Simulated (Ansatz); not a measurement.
Ansatz (a first-principles code) input (CCSD(T)/aug-cc-pVDZ):

Ansatz 0.2 input:
```yaml
crystal:
  periodic: [false, false, false]
  atoms:
    - {symbol: C, position_ang: [2.01116647, -0.14116608, 0.71674298]}
    - {symbol: C, position_ang: [1.15883453, -0.33527093, -0.33786334]}
    - {symbol: C, position_ang: [0.13229414, 0.46972550, -0.86666829]}
    - {symbol: C, position_ang: [-1.15292901, 0.53841472, -0.52702235]}
    - {symbol: C, position_ang: [-1.85067398, -0.27528177, 0.55290036]}
    - {symbol: H, position_ang: [2.85268462, -0.80350910, 0.88741236]}
    - {symbol: H, position_ang: [1.92767184, 0.72969003, 1.35854973]}
    - {symbol: H, position_ang: [1.37008135, -1.22551488, -0.94347189]}
    - {symbol: H, position_ang: [-1.83038786, 1.22947215, -1.04684084]}
    - {symbol: H, position_ang: [-2.36518297, 0.36225888, 1.28750256]}
    - {symbol: H, position_ang: [-2.62119744, -0.94214988, 0.13588835]}
    - {symbol: H, position_ang: [-1.12582231, -0.88877581, 1.09242370]}
basis:
  gaussian:
    orbitals: aug-cc-pVDZ
total_charge: -1
magnetization: {spin_polarized: false}
correlation: {method: ccsd_t, electrons: outside_noble_gas}
output: {forces: true}
```

Output:

```
Functional definition: HF
integrals: 0.72 GiB planned
1781 factors; integrals over basis functions are off by at most 4.7e-4 eV
mean field: 0.86 GiB planned
mean field evaluation 1: about -5257.1354 eV, gradient 3.0e1 eV
mean field evaluation 2: about -5257.1397 eV, gradient 3.0e1 eV
mean field evaluation 4: about -5260.4059 eV, gradient 4.2e0 eV
mean field evaluation 8: about -5260.4847 eV, gradient 1.4e-1 eV
mean field evaluation 16: about -5260.4733 eV, gradient 1.1e0 eV
mean field evaluation 32: about -5252.6611 eV, gradient 6.9e0 eV
mean field -5260.48501336 eV, -193.3192585562 hartree, gradient 1.6e-6 eV, S^2 0.000000; 0 other end points of the search recorded, 0 dependent functions left out
5 core orbitals not correlated
reference -5260.48501336 eV, -193.3192585562 hartree; 14, 14 occupied and 159, 159 virtual orbitals, 1781 factors
densities: 4.47 GiB planned
second order -19.66618940 eV of doubles, -0.00000000 eV of singles
coupled cluster: 2.23 GiB planned
cycle   1  -20.25713814 eV  change   -5.9e-1 eV  update   1.2e-1
cycle   2  -20.82495120 eV  change   -5.7e-1 eV  update   3.7e-2
cycle   3  -20.97422179 eV  change   -1.5e-1 eV  update   2.2e-2
cycle   4  -20.97449687 eV  change   -2.8e-4 eV  update   7.7e-3
cycle   5  -20.97031466 eV  change    4.2e-3 eV  update   5.2e-3
cycle   6  -20.97074855 eV  change   -4.3e-4 eV  update   2.3e-3
cycle   7  -20.97054026 eV  change    2.1e-4 eV  update   1.2e-3
cycle   8  -20.97020929 eV  change    3.3e-4 eV  update   6.4e-4
cycle   9  -20.97029675 eV  change   -8.7e-5 eV  update   3.0e-4
cycle  10  -20.97044560 eV  change   -1.5e-4 eV  update   1.4e-4
cycle  11  -20.97031695 eV  change    1.3e-4 eV  update   7.4e-5
cycle  12  -20.97033730 eV  change   -2.0e-5 eV  update   3.9e-5
cycle  13  -20.97034384 eV  change   -6.5e-6 eV  update   2.1e-5
cycle  14  -20.97034735 eV  change   -3.5e-6 eV  update   9.5e-6
cycle  15  -20.97035614 eV  change   -8.8e-6 eV  update   5.1e-6
cycle  16  -20.97035816 eV  change   -2.0e-6 eV  update   2.2e-6
perturbative correction -0.93598916 eV, -0.0343969672 hartree
the calculation of the forces begins
Total energy: -5282.39136068 eV, -194.1243019714 hartree
Atom 0 at     2.011166    -0.141166     0.716743 Å, force     0.378204     0.116815     0.605914 eV/Å
Atom 1 at     1.158835    -0.335271    -0.337863 Å, force    -0.014615    -0.611731    -0.300482 eV/Å
Atom 2 at     0.132294     0.469726    -0.866668 Å, force     0.840129     0.696167    -0.921204 eV/Å
Atom 3 at    -1.152929     0.538415    -0.527022 Å, force    -1.266147     0.076701     0.338362 eV/Å
Atom 4 at    -1.850674    -0.275282     0.552900 Å, force    -0.052742    -0.024048     0.014599 eV/Å
Atom 5 at     2.852685    -0.803509     0.887412 Å, force     0.392378    -0.336933     0.085422 eV/Å
Atom 6 at     1.927672     0.729690     1.358550 Å, force    -0.026709     0.451984     0.301988 eV/Å
Atom 7 at     1.370081    -1.225515    -0.943472 Å, force     0.102424    -0.373630    -0.250652 eV/Å
Atom 8 at    -1.830388     1.229472    -1.046841 Å, force    -0.243510     0.273625    -0.211743 eV/Å
Atom 9 at    -2.365183     0.362259     1.287503 Å, force    -0.179207     0.276518     0.276154 eV/Å
Atom 10 at    -2.621197    -0.942150     0.135888 Å, force    -0.278672    -0.251129    -0.193587 eV/Å
Atom 11 at    -1.125822    -0.888776     1.092424 Å, force     0.348468    -0.294340     0.255228 eV/Å
Dipole moment:    -0.472270    -0.348118     0.397786 e Å
```

It need not be the lowest isomer of its formula. Whether it binds its extra electron was not tested at this geometry.
